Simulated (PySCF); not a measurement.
PySCF input for CH8O3Si2, SMILES C[Si](O)(O)[SiH2]O, TDA-PBE/def2-SVPD. Geometry: TPSSh-D3(BJ)/def2-SVP. The structure was generated by enumeration, and PubChem lists no compound with its InChIKey, so it may never have been made. The values are those of a single conformer.

```python
import numpy as np
from pyscf import gto, scf, dft, tdscf

mol = gto.M(
    atom='''
    C     2.22366465    0.45978642    0.82568162
    Si    0.57013895   -0.29275154    0.37590412
    O    -0.43994875   -0.07807666    1.69418795
    O     0.74295333   -1.90191189   -0.06386572
    Si   -0.69603488    0.68424560   -1.33376018
    O    -2.18136611    0.64857636   -0.51246123
    H     2.12187992    1.53960949    1.01998866
    H     2.96385712    0.31622786    0.02227393
    H     2.62109460   -0.00634675    1.74393929
    H    -1.36485471    0.03259073    1.40711249
    H     1.15894799   -2.47798751    0.59449313
    H    -0.77489163   -0.06110757   -2.62472489
    H    -0.31465514    2.09057267   -1.67392486
    H    -2.96393064    0.97810345   -0.97615081
    ''',
    basis='def2-SVPD',
    charge=0,
    spin=0,
    max_memory=1600,
    verbose=4,
)
mf = dft.RKS(mol, xc='pbe').density_fit(auxbasis='def2-universal-jkfit')
mf.grids.level = 3
mf.conv_tol = 1e-9
mf.max_cycle = 100
mf.kernel()
mf.grids = dft.Grids(mol).set(level=1).build(with_non0tab=True)  # coarser grid for the response kernel
td = tdscf.TDA(mf)
td.singlet = True
td.nstates = 6
td.conv_tol = 1e-4
td.positive_eig_threshold = 1e-6
td.kernel(x0=td.get_init_guess(mf, 11))
td.analyze()
tt = tdscf.TDA(mf)
tt.singlet = False
tt.nstates = 2
tt.conv_tol = 1e-4
tt.positive_eig_threshold = 1e-6
tt.kernel(x0=tt.get_init_guess(mf, 7))
tt.analyze(verbose=3)
```

Output:

```
PySCF version 2.14.0

[INPUT] verbose = 4
[INPUT] num. atoms = 14
[INPUT] num. electrons = 66
[INPUT] charge = 0
[INPUT] spin (= nelec alpha-beta = 2S) = 0
[INPUT] symmetry False subgroup None
[INPUT] Mole.unit = angstrom
[INPUT] Symbol           X                Y                Z      unit          X                Y                Z       unit  Magmom
[INPUT]  1 C      2.223664650000   0.459786420000   0.825681620000 AA    4.202117181377   0.868870409594   1.560312127887 Bohr   0.0
[INPUT]  2 Si     0.570138950000  -0.292751540000   0.375904120000 AA    1.077406468447  -0.553220233145   0.710355835896 Bohr   0.0
[INPUT]  3 O     -0.439948750000  -0.078076660000   1.694187950000 AA   -0.831382646345  -0.147543504121   3.201551229038 Bohr   0.0
[INPUT]  4 O      0.742953330000  -1.901911890000  -0.063865720000 AA    1.403978317034  -3.594092585154  -0.120688719548 Bohr   0.0
[INPUT]  5 Si    -0.696034880000   0.684245600000  -1.333760180000 AA   -1.315315296345   1.293036785939  -2.520441456051 Bohr   0.0
[INPUT]  6 O     -2.181366110000   0.648576360000  -0.512461230000 AA   -4.122184525308   1.225631691267  -0.968411374158 Bohr   0.0
[INPUT]  7 H      2.121879920000   1.539609490000   1.019988660000 AA    4.009771918014   2.909440274881   1.927499217562 Bohr   0.0
[INPUT]  8 H      2.963857120000   0.316227860000   0.022273930000 AA    5.600878229142   0.597584048357   0.042091627418 Bohr   0.0
[INPUT]  9 H      2.621094600000  -0.006346750000   1.743939290000 AA    4.953150940576  -0.011993619281   3.295567635968 Bohr   0.0
[INPUT] 10 H     -1.364854710000   0.032590730000   1.407112490000 AA   -2.579201601723   0.061587553900   2.659057232555 Bohr   0.0
[INPUT] 11 H      1.158947990000  -2.477987510000   0.594493130000 AA    2.190094293715  -4.682717733993   1.123429198635 Bohr   0.0
[INPUT] 12 H     -0.774891630000  -0.061107570000  -2.624724890000 AA   -1.464332956918  -0.115476571438  -4.960011194429 Bohr   0.0
[INPUT] 13 H     -0.314655140000   2.090572670000  -1.673924860000 AA   -0.594612038287   3.950609789801  -3.163259538501 Bohr   0.0
[INPUT] 14 H     -2.963930640000   0.978103450000  -0.976150810000 AA   -5.601017161807   1.848347641992  -1.844657687172 Bohr   0.0

nuclear repulsion = 398.052643290927
number of shells = 87
number of NR pGTOs = 293
number of NR cGTOs = 201
basis = def2-SVPD
ecp = {}


[settings echo left out]
init E= -846.97773324248
  HOMO = -0.303991848126384  LUMO = -0.0890151909893135  gap/eV = 5.84981
cycle= 1 E= -846.418011734664  delta_E= 0.56  |g|= 1.32  |ddm|= 4.84
  HOMO = -0.0644547138498455  LUMO = -0.0148943762265237  gap/eV = 1.34861
cycle= 2 E= -844.666327705361  delta_E= 1.75  |g|= 3.12  |ddm|= 3.94
  HOMO = -0.232113599709899  LUMO = -0.04965878498952  gap/eV = 4.96485
cycle= 3 E= -846.734999612282  delta_E= -2.07  |g|= 0.31  |ddm|= 3.18
  HOMO = -0.244261760253333  LUMO = -0.0520775211501721  gap/eV = 5.22960
cycle= 4 E= -846.753732972699  delta_E= -0.0187  |g|= 0.205  |ddm|= 0.612
  HOMO = -0.243185164283167  LUMO = -0.0525972604663143  gap/eV = 5.18616
cycle= 5 E= -846.762558232604  delta_E= -0.00883  |g|= 0.0639  |ddm|= 0.222
  HOMO = -0.241279537376368  LUMO = -0.0509945548436201  gap/eV = 5.17792
cycle= 6 E= -846.763401900495  delta_E= -0.000844  |g|= 0.0223  |ddm|= 0.0823
  HOMO = -0.241143736616436  LUMO = -0.0504764512680853  gap/eV = 5.18832
cycle= 7 E= -846.763517123778  delta_E= -0.000115  |g|= 0.00435  |ddm|= 0.0304
  HOMO = -0.241252160891241  LUMO = -0.0507385463440571  gap/eV = 5.18414
cycle= 8 E= -846.763521523885  delta_E= -4.4e-06  |g|= 0.00125  |ddm|= 0.00726
  HOMO = -0.241291822553312  LUMO = -0.0507246968211699  gap/eV = 5.18560
cycle= 9 E= -846.763521796352  delta_E= -2.72e-07  |g|= 0.000729  |ddm|= 0.00203
  HOMO = -0.241291687474147  LUMO = -0.0507267711847534  gap/eV = 5.18554
cycle= 10 E= -846.763521897534  delta_E= -1.01e-07  |g|= 0.000156  |ddm|= 0.000756
  HOMO = -0.241294225139883  LUMO = -0.0507310331236228  gap/eV = 5.18549
cycle= 11 E= -846.763521902624  delta_E= -5.09e-09  |g|= 5.15e-05  |ddm|= 0.000299
  HOMO = -0.241295788346001  LUMO = -0.0507312632032213  gap/eV = 5.18552
cycle= 12 E= -846.76352190336  delta_E= -7.35e-10  |g|= 8.31e-06  |ddm|= 0.000106
  HOMO = -0.241293201468157  LUMO = -0.0507298522139625  gap/eV = 5.18549
Extra cycle  E= -846.763521903337  delta_E= 2.25e-11  |g|= 1.31e-05  |ddm|= 3.73e-05
converged SCF energy = -846.763521903337
tot grids = 53320
Overwritten attributes  positive_eig_threshold  of <class 'pyscf.tdscf.rks.TDA'>


******** <class 'pyscf.tdscf.rks.TDA'> for <class 'pyscf.df.df_jk.DFRKS'> ********
nstates = 6 singlet
deg_eia_thresh = 1.000e-03
wfnsym = None
conv_tol = 0.0001
eigh lindep = 1e-12
eigh level_shift = 0
eigh max_cycle = 100


Excitation energies (eV)
[5.38677189 5.86885602 6.00813534 6.13647627 6.16875466 6.69220855]

** Singlet excitation energies and oscillator strengths **
Excited State   1:      5.38677 eV    230.16 nm  f=0.0180
      33 -> 34       -0.69634
Excited State   2:      5.86886 eV    211.26 nm  f=0.0049
      32 -> 34        0.70132
Excited State   3:      6.00814 eV    206.36 nm  f=0.0029
      31 -> 34       -0.69882
Excited State   4:      6.13648 eV    202.04 nm  f=0.0206
      30 -> 34        0.56218
      33 -> 35        0.40314
Excited State   5:      6.16875 eV    200.99 nm  f=0.0252
      30 -> 34        0.40827
      33 -> 35       -0.53940
      33 -> 36       -0.13282
Excited State   6:      6.69221 eV    185.27 nm  f=0.0468
      30 -> 35        0.11627
      31 -> 35       -0.13848
      32 -> 35        0.13705
      33 -> 35        0.12152
      33 -> 36       -0.62048
      33 -> 37       -0.11462

** Transition electric dipole moments (AU) **
state          X           Y           Z        Dip. S.      Osc.
  1        -0.0985     -0.1654      0.3153      0.1365      0.0180
  2         0.0591     -0.1634      0.0643      0.0343      0.0049
  3        -0.0110      0.0875      0.1089      0.0196      0.0029
  4         0.1282     -0.2439      0.2467      0.1368      0.0206
  5        -0.3064      0.2653     -0.0498      0.1667      0.0252
  6        -0.3399     -0.0801     -0.4042      0.2854      0.0468

** Transition velocity dipole moments (imaginary part, AU) **
state          X           Y           Z        Dip. S.      Osc.
  1         0.0081     -0.0103      0.0181      0.0005      0.0017
  2         0.0144     -0.0115      0.0042      0.0004      0.0011
  3         0.0071      0.0240      0.0197      0.0010      0.0031
  4         0.0355     -0.0405      0.0413      0.0046      0.0136
  5        -0.0584      0.0216     -0.0443      0.0058      0.0172
  6        -0.0561      0.0281     -0.0757      0.0097      0.0262

** Transition magnetic dipole moments (imaginary part, AU) **
state          X           Y           Z
  1         0.1826      0.3145      0.2373
  2        -0.0519      0.0033      0.1170
  3         0.1192     -0.2910      0.9309
  4        -0.0339      0.3984     -0.4404
  5        -0.3649      0.2590      0.1993
  6         0.2728     -0.0986     -0.1659


******** <class 'pyscf.tdscf.rks.TDA'> for <class 'pyscf.df.df_jk.DFRKS'> ********
nstates = 2 triplet
deg_eia_thresh = 1.000e-03
wfnsym = None
conv_tol = 0.0001
eigh lindep = 1e-12
eigh level_shift = 0
eigh max_cycle = 100


Excitation energies (eV)
[4.91026918 5.70193921]

** Triplet excitation energies and oscillator strengths **
Excited State   1:      4.91027 eV    252.50 nm  f=0.0000
Excited State   2:      5.70194 eV    217.44 nm  f=0.0000
```

Self-consistency was reached.
